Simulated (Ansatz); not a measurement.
Basis-set series for CH₃Cl₂STa (`[CH3][Ta](=[S])([Cl])[Cl]`). Total charge 0; spin multiplicity 1. Ta: def2 effective core potential. The geometry is a stationary point of PBE0-D4/def2-TZVP.

```xyz
8

C     0.5680   -0.6082    0.7902
Ta   -0.4723    0.5272   -0.6707
S    -2.1937   -0.6715   -1.1085
Cl   -1.0703    2.4919    0.3209
Cl    0.9002    0.6871   -2.4849
H    -0.0550   -0.7671    1.6758
H     0.8455   -1.5900    0.3943
H     1.4775   -0.0693    1.0831
```

```json
{"functional": "PBE0-D4", "basis": "def2-SVP", "functions": "115", "energy (Eh)": "-1414.78482", "HOMO (eV)": "-8.02", "LUMO (eV)": "-2.60"}
{"functional": "PBE0-D4", "basis": "def2-TZVPP", "functions": "255", "energy (Eh)": "-1415.29779", "HOMO (eV)": "-7.96", "LUMO (eV)": "-2.58"}
{"functional": "ωB97M-V", "basis": "def2-SVP", "functions": "115", "energy (Eh)": "-1415.09837", "HOMO (eV)": "-10.05", "LUMO (eV)": "-0.47"}
{"functional": "ωB97M-V", "basis": "def2-TZVPP", "functions": "255", "energy (Eh)": "-1415.61014", "HOMO (eV)": "-10.03", "LUMO (eV)": "-0.48"}
```

**Question.** Give the rows for def2-QZVPP. (An estimate is asked.)

**Answer.** Computed: 
```csv
functional,basis,functions,energy (Eh),HOMO (eV),LUMO (eV)
PBE0-D4,def2-QZVPP,438,-1415.33974,-7.97,-2.61
ωB97M-V,def2-QZVPP,438,-1415.65016,-10.05,-0.52
```
